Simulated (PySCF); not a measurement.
# Stretching SbO

Set-up: basis Sb cc-pVDZ-PP with ECP28, O cc-pVDZ; scalar-relativistic core potentials; PySCF 2.14. Energies in eV from Sb + O in their ground configurations at the same level. All curves are PBE0. state 1: ²Π (doublet), unpaired electrons π ↑; state 2: ⁴Π (quartet), unpaired electrons π ↑↑↑, a second solution, started from another occupation; state 3: sextet, unpaired electrons σ ↑↑, π ↑↑↑, a second solution, started from another occupation.

```csv
R (Å),state 1,state 2,state 3
1.587,-1.541,2.464,9.6244
1.661,-2.592,0.775,7.7003
1.734,-3.160,-0.384,6.2395
1.790,-3.354,-0.992,5.3672
1.845,-3.400,-1.426,4.6377
1.900,-3.333,-1.722,4.0229
1.974,-3.143,-1.950,3.3390
2.066,-2.856,-2.038,2.6539
2.177,-2.482,-1.952,2.0138
2.325,-1.979,-1.649,1.3854
```

Q: Put a parabola through the three lowest points of the state 1 curve and estimate Re, k and ωe (reduced mass 14.13 u; 1 eV/Å² = 0.16022 mdyn/Å; ωe = 1302.8·√(k/μ) cm⁻¹).

A: Through R = 1.79, 1.845, 1.9 Å the second-order coefficient is 18.7 eV/Å², so Re ≈ 1.840 Å, k ≈ 5.98 mdyn/Å and ωe ≈ 848 cm⁻¹. A polynomial fit of higher order to the unrounded PBE0 energies gives Re = 1.837 Å, k = 6.01 mdyn/Å, ωe = 850 cm⁻¹; anharmonicity and rounding make the difference.

The higher-order fit for each curve: state 1: Re = 1.837 Å, ωe = 850 cm⁻¹, De = 3.40 eV; state 2: Re = 2.068 Å, ωe = 575 cm⁻¹, minimum 2.04 eV below the ground-state fragments. State 3 gave no clean fit.

⟨S²⟩ of the unrestricted solution departs from its pure value on part of the curve, where spin states mix. These are scalar-relativistic numbers at best; spin–orbit coupling would shift them, the dissociation energy most. The state is the lowest determinant that a PBE0 search found; another state may lie lower at other levels.
